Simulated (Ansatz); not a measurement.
A nudged elastic band was laid between two geometries of F4Ge + H2S (8 atoms, charge 0, multiplicity 1).

Theory: Ansatz 0.2.0, RKS PBE0-D4/def2-SVP.

* movable images: 5
* climbing image: yes
* spring: 5.0 eV/Å²
* optimiser: quadratic models (default)
* start path: through a guess of the saddle point
* force threshold: 0.05 eV/Å
* iteration limit: 60
* end points: relaxed

Initial state:

```xyz
8
Properties=species:S:1:pos:R:3
Ge -0.649 -0.788 -0.406
F 0.996 -1.245 -0.494
F -1.475 -2.246 -0.739
F -1.182 -0.390 1.168
F -1.175 0.262 -1.641
H 2.021 1.086 0.294
S 0.836 1.733 0.246
H 0.629 1.588 1.572
```

Final state:

```xyz
8
Properties=species:S:1:pos:R:3
Ge -0.932 0.091 -0.281
F 1.865 -0.657 0.819
F 0.136 -1.081 -1.011
F -1.556 -0.752 1.070
F -2.234 0.266 -1.374
H 1.528 -1.089 0.062
S 0.071 1.962 0.106
H 1.120 1.259 0.609
```

Problem. Which bonds break or form, and what moves?

Solution. Bonds broken: Ge1–F2, H6–S7. Bonds formed: F2–H6. F4Ge + H2S becomes F3GeHS + FH.

Problem. What energy profile does the band end with?

Solution. The run converged. The highest image is number 2 of 0 to 6, 84.0 kJ/mol above the first end and 101.9 kJ/mol above the last; the last end lies 17.9 kJ/mol below the first. A vibrational analysis at the climbing image gives one clearly imaginary mode, 713i cm⁻¹: a first-order saddle point. The orbitals stay closed-shell, which can raise the energy where a bond breaks towards radicals; this wasn't checked here.

```csv
image,path coordinate (Å),energy (kJ/mol),Ge1–F2 (Å),H6–S7 (Å),F2–H6 (Å)
0,0.00,0.0,1.71,1.35,2.67
1,1.31,26.4,1.73,1.35,2.22
2,2.62,84.0,1.92,1.51,1.31
3,3.44,14.3,2.50,2.16,0.94
4,4.26,8.1,2.79,2.70,0.93
5,5.08,-4.9,2.86,3.26,0.93
6,5.90,-17.9,3.10,3.38,0.93
```

Problem. What is the geometry of the highest image?

Solution. 
```xyz
8
Properties=species:S:1:pos:R:3
Ge -0.551 -0.432 -0.251
F 1.122 -1.095 0.407
F -0.531 -1.667 -1.437
F -1.254 -0.729 1.284
F -1.822 0.528 -0.933
H 1.560 0.135 0.277
S 0.977 1.419 -0.271
H 0.498 1.841 0.924
```

Problem. What are the harmonic wavenumbers there?

Solution. 713i, 45, 136, 220, 239, 279, 306, 341, 343, 478, 609, 624, 721, 758, 792, 1151, 1609, 2699 cm⁻¹.

The band took 28 iterations and of the order of 15 core-minutes.

Time of the run: 7.9 min on 2 threads of Arm Neoverse V1 (shared host), peak memory 0.34 GiB.
